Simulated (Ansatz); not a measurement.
SiF4. Charge 0, multiplicity 1. Geometry PBE-D4/def2-SVP, basis def2-TZVP, Ansatz.

```json
{"run": "A", "HOMO (eV)": "-11.13", "LUMO (eV)": "-0.51"}
{"run": "B", "HOMO (eV)": "-10.57", "LUMO (eV)": "-1.11"}
{"run": "C", "HOMO (eV)": "-12.76", "LUMO (eV)": "-0.03"}
{"run": "D", "HOMO (eV)": "-12.43", "LUMO (eV)": "-0.42"}
{"run": "E", "HOMO (eV)": "-10.85", "LUMO (eV)": "-1.47"}
{"run": "F", "HOMO (eV)": "-11.94", "LUMO (eV)": "-0.16"}
```

B3LYP takes the VWN-RPA correlation.

Problem. The runs used B3LYP, LDA (SPW92), PBE, PBE0, r2SCAN, r2SCANh. Estimate which is which.

Solution. A r2SCAN (0 % exact exchange); B PBE (0 % exact exchange); C PBE0 (25 % exact exchange); D B3LYP (20 % exact exchange); E LDA (SPW92) (0 % exact exchange); F r2SCANh (10 % exact exchange). Exact exchange lowers occupied and raises empty levels; among semilocal functionals meta-GGAs tend to open the gap a little, and such runs are hard to tell apart. The gap grows from 9.38 eV (LDA (SPW92)) to 12.73 eV (PBE0).
